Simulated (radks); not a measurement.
Values are calculated unless marked as measured or tabulated.
Q: Species: the selenium ion Se3+. Configuration: [Ar] 3d10 4s2 4p1. Code: a radial shooting solver on a logarithmic mesh with Libxc functionals. Model: Dirac Kohn-Sham, PBE, spin-unpolarised, spherical densities, point nucleus; open shells fill j = l - 1/2 first. Some entries of the table are withheld. Estimate them.

orbital  occ.  eigenvalue (eV)  <r> (bohr)  r(max) (bohr)
1s1/2       2        -12538.14     0.04408        0.02880
2s1/2       2        -1643.108      0.1957         0.1645
2p1/2       2        -1477.833         (1)            (2)
2p3/2       4        -1436.063         (3)            (4)
3s1/2       2        -249.7648      0.5736         0.5023
3p1/2       2        -193.2190         (5)         0.4946
3p3/2       4        -187.3378         (6)         0.5032
3d3/2       4         -89.8553      0.6240         0.4509
3d5/2       6         -88.9548      0.6282         0.4536
4s1/2       2              (7)       1.640            (8)
4p1/2       1         -36.7567       1.866          1.623
4p3/2       0         -36.1654       1.892          1.647

A: 
(1) 2p1/2 <r> (bohr): 0.1685
(2) 2p1/2 r(max) (bohr): 0.1296
(3) 2p3/2 <r> (bohr): 0.1723
(4) 2p3/2 r(max) (bohr): 0.1327
(5) 3p1/2 <r> (bohr): 0.5819
(6) 3p3/2 <r> (bohr): 0.5924
(7) 4s1/2 eigenvalue (eV): -49.2534
(8) 4s1/2 r(max) (bohr): 1.448
